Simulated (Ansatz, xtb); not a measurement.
Noncovalent pair: CHN (SMILES C#N) (first 3 atoms) with HI (SMILES I); geometry from B3LYP-D3(BJ)/def2-TZVP, rigid monomers moved along the line of their centres of mass till N2···H5 is 4.05 Å.
(charge 0, multiplicity 1):
```xyz
5

C     -0.75729    -0.57205    -0.31790
N     -0.20264    -0.30011     0.64590
H     -1.27406    -0.82612    -1.21631
I      2.63678     1.01787     5.37085
H      1.81626     0.64300     4.02371
```

Monomers are frozen at their geometry in the pair; levels with a basis set take the counterpoise correction.

Programs: Ansatz (Gaussian basis) for Hartree–Fock, density functionals and correlated methods; xtb for the GFN methods.  In def2 rows elements past Kr take small-core potentials, without spin–orbit coupling.

What is the computed interaction energy (GFN2-xTB)?

-1.2 kcal/mol

Ansatz is a quantum-chemistry and plane-wave program.
